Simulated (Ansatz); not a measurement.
Input file for C3H9AlO2 (`C[CH](C)[Al]([OH])[OH]`):

```yaml
crystal:
  periodic: [false, false, false]
  atoms:
    - {symbol: C, position_ang: [1.188186, 0.477759, -1.209515]}
    - {symbol: C, position_ang: [-0.047216, -0.220295, -0.640664]}
    - {symbol: C, position_ang: [0.213801, -1.704893, -0.385387]}
    - {symbol: Al, position_ang: [-0.783074, 0.696980, 0.920767]}
    - {symbol: O, position_ang: [-0.517900, 2.366515, 1.085470]}
    - {symbol: O, position_ang: [-1.684228, -0.203365, 2.044214]}
    - {symbol: H, position_ang: [1.006291, 1.533928, -1.421299]}
    - {symbol: H, position_ang: [1.516084, 0.000210, -2.140646]}
    - {symbol: H, position_ang: [2.031152, 0.429586, -0.512923]}
    - {symbol: H, position_ang: [-0.842001, -0.152204, -1.399473]}
    - {symbol: H, position_ang: [1.013934, -1.850144, 0.347340]}
    - {symbol: H, position_ang: [0.527570, -2.213004, -1.305138]}
    - {symbol: H, position_ang: [-0.669925, -2.220888, -0.003000]}
    - {symbol: H, position_ang: [-0.847051, 2.916181, 1.793012]}
    - {symbol: H, position_ang: [-2.105621, 0.143635, 2.827223]}
basis:
  gaussian: {orbitals: def2-TZVPP}
correlation: {method: ccsd_t}
```

```sh
$ ansatz run in.yaml --threads 2 --pin off --events-out ev --progress --plain --max-ram 32768MiB --backend cuda --devices 0, --max-vram 18GiB
```

The program prints (abridged):

```
Functional definition: HF
1911 factors; integrals over basis functions are off by at most 9.0e-4 eV
mean field evaluation 1: about -13890.1855 eV, gradient 6.1e1 eV
mean field evaluation 2: about -13890.3806 eV, gradient 6.1e1 eV
mean field evaluation 4: about -13897.6822 eV, gradient 4.5e0 eV
mean field evaluation 8: about -13897.7788 eV, gradient 3.0e-1 eV
mean field -13897.77931626 eV, -510.7339696194 hartree, gradient 3.8e-6 eV, S^2 0.000000; 0 other end points of the search recorded, 0 dependent functions left out
10 core orbitals not correlated: weight in the atoms' cores, before any rotation towards them, 1.000 or more for the frozen orbitals, at most 0.000 for the correlated occupied ones
reference -13897.77931626 eV, -510.7339696194 hartree; 18, 18 occupied and 295, 295 virtual orbitals, 1911 factors
second order -29.73914355 eV of doubles, -0.00000000 eV of singles
cycle   1  -30.08669462 eV  change   -3.5e-1 eV  update   1.1e-1
cycle   2  -30.72619953 eV  change   -6.4e-1 eV  update   3.1e-2
cycle   3  -30.87412291 eV  change   -1.5e-1 eV  update   1.6e-2
cycle   4  -30.86360856 eV  change    1.1e-2 eV  update   3.6e-3
cycle   5  -30.86275289 eV  change    8.6e-4 eV  update   1.7e-3
cycle   6  -30.86340101 eV  change   -6.5e-4 eV  update   4.8e-4
cycle   7  -30.86308949 eV  change    3.1e-4 eV  update   1.8e-4
cycle   8  -30.86302557 eV  change    6.4e-5 eV  update   5.2e-5
cycle   9  -30.86303613 eV  change   -1.1e-5 eV  update   1.9e-5
perturbative correction -1.14282377 eV, -0.0419979991 hartree
Total energy: -13929.78517617 eV, -511.9101632766 hartree
```

Run time 27 s (2 threads of an AMD EPYC 7R13 on a shared host and a share of an NVIDIA H100 80 GB); peak host memory 0.84 GiB.

Correlation energy per correlated electron: -0.889 eV. T1 diagnostic: 0.0110.
